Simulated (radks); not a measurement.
Values are calculated unless marked as measured or tabulated.
Q: Coherent X-ray form factor from a spherical all-electron density. Code: a radial shooting solver on a logarithmic mesh with Libxc functionals. Model: scalar-relativistic Kohn-Sham, PBE, spin-polarised, spherical densities, point nucleus.

sin(theta)/lambda (1/angstrom)  f0 (electrons)
0.05                                    63.034
0.1                                     60.578
0.15                                    57.390
0.2                                     53.939
0.25                                    50.460
0.3                                     47.112
0.4                                     41.161
0.5                                     36.275
0.6                                     32.217
0.8                                     25.837
1                                       21.333
1.25                                    17.743
1.5                                     15.425
2                                       11.840

The species is in the configuration that NIST lists as its ground one. Which atom or ion scatters so?

A: The terbium ion Tb+, [Xe] 4f9 6s1. Extrapolating in s^2 from the first two rows gives f0(0) = 63.9, near the electron count 64; among species with that count, the fall with angle is slower the higher Z, and the table is that of Z = 65; from so few rows the species is fixed only to a neighbour or two.
